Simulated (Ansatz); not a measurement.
LiAl3⁺, relaxed as a quartet with UKS r2SCAN-D4/def2-TZVP in Ansatz, starting from the r2SCAN-D4/def2-TZVP geometry of the charge +1 doublet. Force threshold 0.02 eV/Å.

At r2SCAN-D4/def2-TZVP a doublet of charge 1 lies 0.67 eV below the quartet, each at its own geometry. The structure comes from a short search, and lower isomers may exist.

Start:

```csv
atom,x (Å),y (Å),z (Å)
Li1,-0.158,1.083,-1.683
Al2,1.339,0.268,0.848
Al3,0.000,-1.591,-0.228
Al4,-1.181,0.239,1.062
```

Task: Estimate the energy that the relaxation releases and the steps that it takes.

Result: 12.3 kcal/mol, in 19 steps; 18 s on 4 threads of AMD EPYC 9R45 on a shared host. The force fell under the threshold at step 18, but the optimiser went on. No frequencies were taken in this run, so the end may be a saddle point.

Task: Does the start keep its bonding and symmetry?

Result: By distances, no bond broke or formed. The bond that changes most is Al2–Al4, from 2.53 to 2.85 Å (atoms count from 1). Point group C3v at the start, Cs at the end, both within 0.05 Å.

Task: Predict the relaxed structure.

Result: 
```xyz
4

Li    0.7286    2.3459   -2.0077
Al    0.4090    0.0289   -0.4714
Al    0.2835   -2.1176    0.7851
Al   -1.4211   -0.2573    1.6940
```
Bond lengths (bridged metal pairs left out): 3 × Al–Al 2.49 to 2.85 Å; 1 × Al–Li 2.80 Å.
